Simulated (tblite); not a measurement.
Record of a relaxation.

Compound: C4H12BOP.
SMILES with atom numbers: `[CH2:1]=[CH:2][B@-:3]([CH3:4])([PH3+:5])[O:6][CH3:7]` (hydrogens: H8, H9 on C1; H10 on C2; H11, H12, H13 on C4; H14, H15, H16 on P5; H17, H18, H19 on C7)
Bond orders are those of one Lewis drawing.

Computed with GFN2-xTB (tblite), gas phase: L-BFGS steps from a force-field or distance-geometry start until the largest atomic force falls under 0.01 eV/Å. 10 of its 110 geometries are shown.

Step 0: E = -610.3436 eV, largest atomic force 1.813 eV/Å
```
atom  x, y, z in Å  |  force x, y, z in eV/Å
C1      1.392   -0.498   -1.816   -1.300   0.564  -0.042
C2      0.199   -0.044   -1.384    1.784  -0.296  -0.131
B3     -0.043    0.285    0.168   -1.054  -0.948  -0.285
C4     -1.598    0.719    0.387   -0.622  -0.102   0.762
P5      1.026    1.781    0.640    0.005  -0.650  -0.001
O6      0.349   -0.856    1.044    0.013  -0.086  -0.092
C7     -0.455   -1.996    0.868    0.251  -0.436   0.744
H8      2.227   -0.635   -1.135   -0.234  -0.003  -0.255
H9      1.522   -0.726   -2.867    0.321  -0.172   0.137
H10    -0.615    0.068   -2.078   -0.046  -0.023  -0.289
H11    -2.283   -0.035   -0.066    0.403   0.725   0.426
H12    -1.803    1.696   -0.069   -0.167  -0.211   0.154
H13    -1.816    0.778    1.493   -0.066   0.036  -1.117
H14     2.386    1.401    0.638   -0.581   0.806   0.212
H15     0.661    2.250    1.915    0.669   0.218  -0.573
H16     0.833    2.816   -0.294    0.449  -0.214   0.756
H17    -1.458   -1.845    1.329    0.377  -0.067  -0.410
H18     0.017   -2.852    1.407   -0.128   0.574  -0.243
H19    -0.550   -2.298   -0.189   -0.075   0.283   0.247
```

Step 12: E = -610.8869 eV, largest atomic force 0.159 eV/Å
```
atom  x, y, z in Å  |  force x, y, z in eV/Å
C1      1.379   -0.498   -1.875   -0.046   0.075   0.031
C2      0.192   -0.077   -1.456    0.024   0.081   0.021
B3     -0.180    0.178    0.100    0.074   0.005  -0.057
C4     -1.692    0.711    0.388    0.004   0.062  -0.032
P5      1.035    1.694    0.680   -0.042  -0.015  -0.022
O6      0.313   -0.856    1.012   -0.022   0.035  -0.044
C7     -0.427   -2.039    0.919    0.020  -0.020   0.026
H8      2.192   -0.646   -1.178   -0.040  -0.041   0.037
H9      1.610   -0.727   -2.907   -0.050   0.044   0.026
H10    -0.585    0.063   -2.203    0.005  -0.035   0.006
H11    -2.446    0.046   -0.025    0.015  -0.024  -0.052
H12    -1.853    1.689   -0.060   -0.047   0.118  -0.096
H13    -1.904    0.808    1.451    0.052  -0.021   0.042
H14     2.412    1.583    0.719   -0.066  -0.047  -0.005
H15     0.867    2.343    1.893    0.029  -0.058  -0.031
H16     0.957    2.808   -0.136    0.053   0.008   0.060
H17    -1.428   -1.901    1.342   -0.045  -0.069   0.006
H18     0.078   -2.837    1.462    0.127   0.034   0.079
H19    -0.529   -2.331   -0.133   -0.044  -0.133   0.006
```

Step 24: E = -610.9444 eV, largest atomic force 0.230 eV/Å
```
atom  x, y, z in Å  |  force x, y, z in eV/Å
C1      1.350   -0.466   -1.883    0.064   0.017  -0.045
C2      0.150   -0.045   -1.509    0.009   0.061  -0.033
B3     -0.249    0.177    0.025   -0.062   0.172   0.140
C4     -1.730    0.766    0.326   -0.099   0.031   0.008
P5      1.031    1.673    0.680    0.014  -0.026  -0.018
O6      0.242   -0.833    0.949    0.060  -0.056   0.050
C7     -0.386   -2.083    0.969    0.018  -0.031   0.048
H8      2.127   -0.639   -1.152   -0.029  -0.040   0.027
H9      1.624   -0.671   -2.907   -0.011   0.017  -0.054
H10    -0.597    0.122   -2.275   -0.031  -0.031  -0.070
H11    -2.483    0.091   -0.078   -0.077   0.067   0.076
H12    -1.909    1.749   -0.111    0.076  -0.055  -0.129
H13    -1.907    0.871    1.398   -0.037  -0.118  -0.044
H14     2.396    1.470    0.714   -0.021  -0.069   0.006
H15     0.923    2.264    1.929   -0.014  -0.103   0.015
H16     1.059    2.856   -0.037    0.014  -0.014  -0.011
H17    -1.393   -2.027    1.410    0.060   0.060  -0.045
H18     0.222   -2.752    1.581    0.013   0.004   0.009
H19    -0.480   -2.516   -0.038    0.054   0.112   0.071
```

Step 36: E = -611.0666 eV, largest atomic force 0.431 eV/Å
```
atom  x, y, z in Å  |  force x, y, z in eV/Å
C1      1.275   -0.389   -1.916   -0.101  -0.045  -0.110
C2      0.060    0.021   -1.595   -0.194  -0.055   0.147
B3     -0.394    0.207   -0.074    0.024   0.270   0.223
C4     -1.886    0.813    0.191    0.384  -0.054  -0.075
P5      0.969    1.514    0.662   -0.235  -0.176  -0.094
O6      0.256   -0.686    0.920   -0.183   0.349  -0.174
C7     -0.175   -1.997    1.120   -0.064   0.061  -0.001
H8      1.979   -0.656   -1.149    0.166  -0.069   0.087
H9      1.600   -0.500   -2.930    0.173  -0.071  -0.277
H10    -0.628    0.273   -2.389   -0.072  -0.003  -0.095
H11    -2.694    0.189   -0.197    0.156   0.130   0.162
H12    -1.925    1.776   -0.325   -0.194  -0.115   0.004
H13    -2.051    1.015    1.251   -0.128  -0.157  -0.126
H14     2.205    0.941    0.637    0.156  -0.090  -0.040
H15     0.916    1.749    2.009   -0.040   0.053   0.195
H16     1.334    2.783    0.236    0.108   0.174   0.090
H17    -1.190   -2.023    1.524   -0.126   0.007   0.021
H18     0.497   -2.462    1.834    0.157  -0.148   0.153
H19    -0.158   -2.561    0.184    0.013  -0.059  -0.091
```

Step 48: E = -611.1571 eV, largest atomic force 0.205 eV/Å
```
atom  x, y, z in Å  |  force x, y, z in eV/Å
C1      1.248   -0.418   -1.986   -0.066  -0.065   0.028
C2      0.047    0.021   -1.627    0.022  -0.070  -0.006
B3     -0.398    0.301   -0.108    0.064   0.006  -0.115
C4     -1.901    0.829    0.141   -0.012   0.001   0.015
P5      0.996    1.485    0.707   -0.017   0.037  -0.027
O6      0.201   -0.560    0.948    0.007  -0.002  -0.025
C7     -0.139   -1.900    1.155   -0.012  -0.061   0.006
H8      1.977   -0.710   -1.237   -0.023   0.127  -0.072
H9      1.573   -0.540   -3.013   -0.142  -0.063   0.133
H10    -0.670    0.238   -2.415    0.084   0.069   0.040
H11    -2.639    0.118   -0.227   -0.014   0.016   0.001
H12    -2.087    1.776   -0.362    0.019  -0.043  -0.075
H13    -2.103    0.992    1.199   -0.005  -0.051   0.018
H14     2.187    0.816    0.610    0.019   0.046   0.084
H15     0.877    1.584    2.071    0.035  -0.079   0.003
H16     1.492    2.776    0.479    0.024   0.056   0.021
H17    -1.158   -2.002    1.542   -0.063   0.073   0.000
H18     0.552   -2.322    1.886    0.057  -0.002   0.046
H19    -0.064   -2.475    0.227    0.023   0.004  -0.076
```

Step 61: E = -611.1865 eV, largest atomic force 0.059 eV/Å
```
atom  x, y, z in Å  |  force x, y, z in eV/Å
C1      1.216   -0.465   -2.000   -0.007  -0.032   0.011
C2      0.046    0.029   -1.623   -0.009   0.025  -0.026
B3     -0.365    0.340   -0.112   -0.016  -0.042   0.012
C4     -1.891    0.805    0.134    0.025   0.022   0.001
P5      1.019    1.523    0.742    0.002  -0.024   0.047
O6      0.245   -0.533    0.925    0.036  -0.011  -0.014
C7     -0.138   -1.864    1.127   -0.004  -0.005  -0.010
H8      1.991   -0.675   -1.276    0.009  -0.021   0.032
H9      1.466   -0.702   -3.023   -0.012   0.022  -0.026
H10    -0.691    0.223   -2.394   -0.028  -0.019  -0.048
H11    -2.594    0.058   -0.235    0.044   0.025   0.013
H12    -2.114    1.732   -0.390   -0.006  -0.002  -0.012
H13    -2.111    0.962    1.189    0.005   0.001  -0.005
H14     2.225    0.875    0.666   -0.017   0.017  -0.008
H15     0.873    1.538    2.105   -0.014  -0.010   0.018
H16     1.516    2.829    0.602   -0.009   0.031  -0.012
H17    -1.171   -1.921    1.488    0.005  -0.007   0.034
H18     0.532   -2.304    1.868   -0.025   0.003   0.036
H19    -0.065   -2.440    0.199    0.023   0.026  -0.044
```

Step 73: E = -611.1895 eV, largest atomic force 0.037 eV/Å
```
atom  x, y, z in Å  |  force x, y, z in eV/Å
C1      1.206   -0.479   -2.004    0.007  -0.001  -0.003
C2      0.040    0.027   -1.631    0.018   0.002  -0.008
B3     -0.355    0.341   -0.115    0.018  -0.009  -0.010
C4     -1.877    0.809    0.136    0.002  -0.001   0.006
P5      1.014    1.527    0.756   -0.024  -0.001  -0.028
O6      0.263   -0.536    0.917   -0.010  -0.014  -0.012
C7     -0.134   -1.862    1.121    0.006  -0.007  -0.001
H8      1.977   -0.689   -1.275    0.008  -0.014  -0.009
H9      1.455   -0.715   -3.029   -0.005  -0.003   0.010
H10    -0.698    0.214   -2.404   -0.005   0.010   0.016
H11    -2.573    0.055   -0.228   -0.024   0.005   0.009
H12    -2.103    1.730   -0.396   -0.005   0.007  -0.009
H13    -2.097    0.973    1.189   -0.001   0.006   0.012
H14     2.225    0.894    0.676    0.028   0.002   0.000
H15     0.863    1.529    2.118   -0.014   0.001   0.014
H16     1.492    2.842    0.620   -0.002   0.005   0.010
H17    -1.170   -1.907    1.478    0.015  -0.007  -0.006
H18     0.522   -2.308    1.872   -0.009   0.013   0.007
H19    -0.057   -2.437    0.192   -0.003   0.007   0.001
```

Step 85: E = -611.1912 eV, largest atomic force 0.015 eV/Å
```
atom  x, y, z in Å  |  force x, y, z in eV/Å
C1      1.201   -0.496   -2.015    0.011   0.006  -0.001
C2      0.042    0.026   -1.639    0.000  -0.002  -0.005
B3     -0.352    0.336   -0.123   -0.013   0.002  -0.008
C4     -1.870    0.817    0.137   -0.001   0.003   0.001
P5      1.005    1.530    0.758   -0.004   0.003  -0.001
O6      0.269   -0.541    0.906   -0.006  -0.002   0.003
C7     -0.126   -1.866    1.120    0.002  -0.006   0.003
H8      1.969   -0.724   -1.288    0.001  -0.009   0.003
H9      1.448   -0.727   -3.040   -0.009  -0.005  -0.001
H10    -0.693    0.230   -2.410   -0.001   0.007   0.000
H11    -2.584    0.069   -0.202    0.010   0.001   0.007
H12    -2.093    1.733   -0.407    0.002  -0.007   0.000
H13    -2.071    1.002    1.192   -0.003  -0.001   0.001
H14     2.231    0.921    0.688    0.002  -0.009   0.003
H15     0.830    1.509    2.118    0.001   0.012   0.007
H16     1.463    2.855    0.650   -0.001  -0.003  -0.001
H17    -1.165   -1.914    1.465    0.000   0.002  -0.009
H18     0.522   -2.299    1.885    0.005   0.000   0.002
H19    -0.035   -2.452    0.198    0.003   0.006  -0.003
```

Step 97: E = -611.1917 eV, largest atomic force 0.017 eV/Å
```
atom  x, y, z in Å  |  force x, y, z in eV/Å
C1      1.196   -0.508   -2.018   -0.004   0.005   0.001
C2      0.046    0.030   -1.640   -0.001  -0.001   0.003
B3     -0.350    0.340   -0.124    0.005  -0.016   0.005
C4     -1.869    0.819    0.139   -0.001   0.002   0.003
P5      1.001    1.533    0.764    0.011   0.004   0.006
O6      0.268   -0.538    0.908   -0.007   0.007  -0.009
C7     -0.120   -1.866    1.115    0.002   0.008  -0.002
H8      1.964   -0.750   -1.296   -0.008  -0.005   0.010
H9      1.435   -0.740   -3.045    0.004   0.000  -0.002
H10    -0.684    0.248   -2.412   -0.005   0.005   0.006
H11    -2.582    0.064   -0.186   -0.001  -0.007  -0.005
H12    -2.098    1.727   -0.414   -0.006   0.006  -0.009
H13    -2.063    1.015    1.193   -0.003   0.001   0.006
H14     2.224    0.918    0.705   -0.001   0.010   0.003
H15     0.819    1.524    2.124   -0.005  -0.006  -0.005
H16     1.460    2.857    0.654    0.008  -0.003  -0.008
H17    -1.163   -1.921    1.446   -0.001   0.005  -0.001
H18     0.522   -2.293    1.887    0.002  -0.013   0.000
H19    -0.015   -2.449    0.193    0.009  -0.001   0.000
```

Step 109: E = -611.1922 eV, largest atomic force 0.010 eV/Å
```
atom  x, y, z in Å  |  force x, y, z in eV/Å
C1      1.184   -0.521   -2.016    0.009  -0.002  -0.003
C2      0.043    0.037   -1.638   -0.004   0.000   0.001
B3     -0.351    0.342   -0.122    0.003   0.001  -0.001
C4     -1.869    0.820    0.140    0.000   0.001   0.002
P5      1.003    1.536    0.765    0.004  -0.002   0.003
O6      0.268   -0.533    0.911   -0.005  -0.004  -0.003
C7     -0.109   -1.866    1.108   -0.001   0.000  -0.002
H8      1.940   -0.788   -1.291   -0.005  -0.001   0.002
H9      1.425   -0.745   -3.045   -0.002  -0.002   0.004
H10    -0.679    0.280   -2.410    0.005   0.000   0.003
H11    -2.579    0.055   -0.171   -0.001   0.001  -0.001
H12    -2.105    1.718   -0.428   -0.001  -0.001  -0.001
H13    -2.062    1.033    1.190   -0.002  -0.001   0.003
H14     2.226    0.918    0.726   -0.004   0.000  -0.004
H15     0.802    1.536    2.123    0.005  -0.003  -0.002
H16     1.470    2.857    0.653   -0.003   0.009   0.000
H17    -1.157   -1.933    1.421    0.003  -0.002   0.002
H18     0.524   -2.291    1.890   -0.004   0.002  -0.006
H19     0.018   -2.446    0.187    0.004   0.002   0.003
```

**Question.** Summarise the path.

**Answer.** The energy falls by 19.57 kcal/mol from step 0 to step 109; nine tenths of that is first reached at step 41. It falls at every step. The largest force goes from 1.813 to 0.010 eV/Å. Among the bonds B3–P5 changes most, from 1.899 to 2.012 Å; the atoms move by 0.529 Å rms after alignment.

The cost below is that of the whole relaxation. Time: 1.3 s of wall time. Hardware: Arm Neoverse N1, one thread, on a shared host.
